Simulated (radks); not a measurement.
The numbers below are computed, except where a source is named.
The argon ion Ar8+, 10 electrons, occupied as [Ne]. Code: a radial shooting solver on a logarithmic mesh with Libxc functionals. Model: non-relativistic Kohn-Sham, exchange-only LDA, spin-polarised, spherical densities, point nucleus.

Normalised radial functions P(r) = r R(r), r in bohr:

r	1s	2s
0.005056	0.6857	0.1956
0.005566	0.7479	0.2133
0.006176	0.8209	0.2340
0.006798	0.8935	0.2547
0.007483	0.9715	0.2768
0.008303	1.0622	0.3025
0.00914	1.1519	0.3278
0.01014	1.2553	0.3570
0.01116	1.3567	0.3855
0.01229	1.4635	0.4155
0.01363	1.5852	0.4494
0.01501	1.7025	0.4819
0.01652	1.8239	0.5153
0.01833	1.9593	0.5521
0.02018	2.0866	0.5862
0.02221	2.2148	0.6199
0.02465	2.3529	0.6554
0.02713	2.4777	0.6861
0.02986	2.5976	0.7142
0.03314	2.7191	0.7403
0.03648	2.8205	0.7590
0.04015	2.9084	0.7713
0.04455	2.9848	0.7755
0.04904	3.0345	0.7692
0.05398	3.0608	0.7515
0.0599	3.0596	0.7172
0.06593	3.0284	0.6699
0.07316	2.9596	0.5997
0.08053	2.8629	0.5160
0.08864	2.7345	0.4133
0.09836	2.5613	0.2801
0.1083	2.3730	0.1373
0.1192	2.1618	-0.0233
0.1322	1.9139	-0.2147
0.1456	1.6745	-0.4038
0.1602	1.4327	-0.6001
0.1778	1.1770	-0.8142
0.1957	0.9545	-1.0060
0.2154	0.7515	-1.1845
0.239	0.5592	-1.3540
0.2631	0.4101	-1.4805
0.2896	0.2892	-1.5714
0.3214	0.1887	-1.6240
0.3538	0.1211	-1.6272
0.3894	0.0738	-1.5865
0.4321	0.0405	-1.4958
0.4756	0.0218	-1.3748
0.5278	0.0103	-1.2126
0.5809	0.0048	-1.0443
0.6395	0.0020	-0.8688
0.7096	0.0007	-0.6825
0.781	0.0003	-0.5237
0.8597	0.0001	-0.3846
0.954	0.0000	-0.2607
1.05	0.0000	-0.1724
1.156	0.0000	-0.1076
1.283	0.0000	-0.0602
1.412	0.0000	-0.0327

1s: eigenvalue -3268.3 eV, 0 radial nodes, <r> = 0.0864 bohr, 90 % of the charge inside 0.154 bohr. 2s: eigenvalue -454.89 eV, 1 radial node at r = 0.118 bohr, <r> = 0.412 bohr, 90 % of the charge inside 0.642 bohr.
